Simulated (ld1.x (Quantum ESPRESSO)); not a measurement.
## selenium (Se): one change to a TM potential, before and after

```json
{"Element": "selenium", "Generator": "ld1.x (Quantum ESPRESSO) 7.5", "Type": "norm-conserving Troullier–Martins (Kleinman–Bylander form)", "Functional": "PBE", "Relativity": "fully relativistic", "Frozen core": "[Ar] 3d10", "Valence charge": "6", "Reference configuration": "4s2 4p4", "Partial waves": "4s (bound): rc 1.60 bohr; 4p (bound): rc 2.00 bohr", "Local potential": "all-electron potential smoothed inside 1.50 bohr (lloc = -1)", "Core correction": "Bessel-smoothed model core, default radius (core density twice the valence density)"}
```

Open shells are filled in proportion to 2j + 1 (rel_dist='average').

All-electron outer shells of the reference configuration (PBE, scalar-relativistic, ld1.x):

```tsv
shell	level (eV)	outermost node (bohr)	outermost maximum (bohr)
3p	-152.98	0.21	0.50
3d	-53.12	–	0.45
4s	-17.29	0.70	1.51
4p	-6.51	0.74	1.82
```

Change: wave 4s (bound): rc 1.60 bohr becomes 4s (bound): rc 1.00 bohr.

Cutoffs: the cutoffs (Ry, on a coarse ladder) from which the occupation-weighted sum of valence levels, in a spherical-Bessel basis at the reference potential, stays within 10 and 1 mRy of its value at 400 Ry; they do not see the model core or the augmentation charge, which bear on the density cutoff. Errors are all-electron minus pseudo energies relative to the spin-unpolarised reference configuration.

Q: What does the change do?

A: Of the 7 tests that both files solve, the error grows in 2 and shrinks in 2 by more than 15 % and 0.3 meV (median size 1.6 → 4.1 meV); neither file shows a bound ghost.

| quantity | base | changed |
| --- | --- | --- |
| cutoff, loose | 35 Ry | 200 Ry |
| cutoff, tight | 50 Ry | over 300 Ry |
| loose cutoff by channel (10 mRy a level) | s 18 Ry, p 8 Ry | s 180 Ry, p 8 Ry |
| bound ghosts | none | none |
| error for 4s2 4p3, meV [ΔE 10.85 eV] | +1.6 | +1.5 |
| error for 4s2 4p2, meV [ΔE 31.20 eV] | +2.9 | +4.1 |
| error for 4s2 4p1, meV [ΔE 62.08 eV] | -13 | -4.6 |
| error for 4s1 4p4, meV [ΔE 22.38 eV] | -0.4 | -13 |
| error for 4s2 4p4.3, meV [ΔE -1.59 eV] | +0.1 | +0.1 |
| error for 4s2 4p0, meV [ΔE 104.27 eV] | -92 | -57 |
| error for 4s2 4p3.5, meV [ΔE 4.31 eV] | +0.4 | +0.4 |
| s: phases at 2.21 bohr within 0.05 rad from the reference energy up to (Ry; the scan ends near 5) | 1.6 | 0.8 |
| p1/2: phases at 2.21 bohr within 0.05 rad from the reference energy up to (Ry; the scan ends near 5) | 3.2 | 3.2 |
| p3/2: phases at 2.21 bohr within 0.05 rad from the reference energy up to (Ry; the scan ends near 5) | 3.2 | 3.2 |
